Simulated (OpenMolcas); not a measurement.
# d2 ions of charge +3 down a group on the Zr site of Cs2ZrCl6

```json
{"Program": "OpenMolcas 26.06", "Method": "CASSCF", "Spin-orbit coupling": "state interaction with AMFI integrals over the reference wave functions"}
```

The d shell is active. Each dopant is a cluster with its nearest anions in model potentials and point charges, with no relaxation and no local charge compensation. Distances were set from a Shannon-type radius of the metal (high-spin where two are listed) plus a fixed donor radius (Cl 1.76 Å), in hosts weighted 0.65 to 0.35 with the host's distance in the model lattice. Ligand basis ANO-RCC-VDZP, DKH2 Hamiltonian. States (labels of O, the rotations of Oh). Energies in cm-1 above the lowest state or level, χT in cm3 K/mol; under a threefold ground state the first gap can be a small split of the lowest multiplet, not the spin-orbit step; 10Dq and B are least-squares fits to the states below 45000 cm-1, weighted by degeneracy, with a free offset, and given where the rms deviation is under 5 % of |10Dq| (or 100 cm-1) and under 700 cm-1. Spin-only χT is S(S+1) / 2 for the spin of the ground state.

| Ion | Shell | R (Å) | Metal basis | Ground state | First state of that spin | 10Dq | B (rms of fit) | First gap with spin-orbit (degeneracies) | χT at 300 K | First state of another spin | Spin-only χT |
| --- | --- | --- | --- | --- | --- | --- | --- | --- | --- | --- | --- |
| V3+ | 3d2 | 2.416 | ANO-RCC-VTZP | 3T1 | 3T2 10309 | 11364 | 927 (208) | 5.6 (2, 3) | 0.907 | 1T2 13411 | 1.000 |
| Nb3+ | 4d2 | 2.468 | ANO-RCC-VTZP | 3T1 | 3T2 20491 | 21525 | 605 (180) | 18.6 (2, 3) | 0.498 | 1T2 8816 | 1.000 |
| Ta3+ | 5d2 | 2.468 | ANO-RCC-VTZP | 3T1 | 3T2 23729 | 24638 | 576 (159) | 178.0 (2, 3) | 0.186 | 1T2 8181 | 1.000 |

|10Dq| changes by factors of 21525 / 11364 = 1.89 from V3+ to Nb3+, 24638 / 21525 = 1.14 from Nb3+ to Ta3+.

B goes from 927 cm-1 (V3+) to 576 cm-1 (Ta3+).

χT departs most from the spin-only value for Ta3+, by -0.814 cm3 K/mol.

An orbital triplet at a regular site is open to Jahn-Teller coupling, which can distort the site and quench the lowest spin-orbit gaps and is left out. Without dynamic correlation the repulsion within the d shell is too large (B by tens of per cent), so at a given field states of lower spin stand too high. Ligand-to-metal charge-transfer states are missing. With no ligand orbital active B as a rule stays too high, so bands that hang on it stand too high and its fall with covalency is understated. With metal d orbitals alone and no dynamic correlation the field as a rule comes out too small, by tens of per cent, by up to half for chloride and softer ligands (holds for V3+). The least metal-like active orbital is 77 % on the metal (Löwdin) and no ligand orbital is active, so the numbers are rough (holds for Nb3+). With metal d orbitals alone the field can be off either way by tens of per cent (holds for Nb3+; Ta3+). The least metal-like active orbital is 75 % on the metal (Löwdin) and no ligand orbital is active, so the numbers are rough (holds for Ta3+). No measured value stands beside these numbers; the geometry was set by hand and not optimised.
